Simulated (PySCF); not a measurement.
NbF4, SMILES [Nb+]([F])([F])([F])[F], charge +1, multiplicity 1.

The structure is a stationary point at PBE-D3(BJ)/def2-SVP. The spin state was assumed, not searched. The isomer is the one that the SMILES or the coordinates give; other isomers of the formula were not compared. The def2 effective core potentials stand for the cores of Nb; spin–orbit coupling is left out.

The numbers are results of PBE-D3(BJ)/def2-SVP run with PySCF 2.14.0, not measurements.

Frequencies are harmonic and unscaled.

Modes within 1.5 cm⁻¹ of each other (mostly degenerate sets) share a row, with their intensities summed.

Computed harmonic wavenumbers and intensities:
```
mode  ν (cm⁻¹)  IR (km/mol)  moving atoms (share of kinetic energy)
----  --------  -----------  --------------------------------------
1–5        184         49.6                         F 78 %, Nb 22 %
6          759          0.0                                 F 100 %
7–9        807        385.8                         F 77 %, Nb 23 %
```
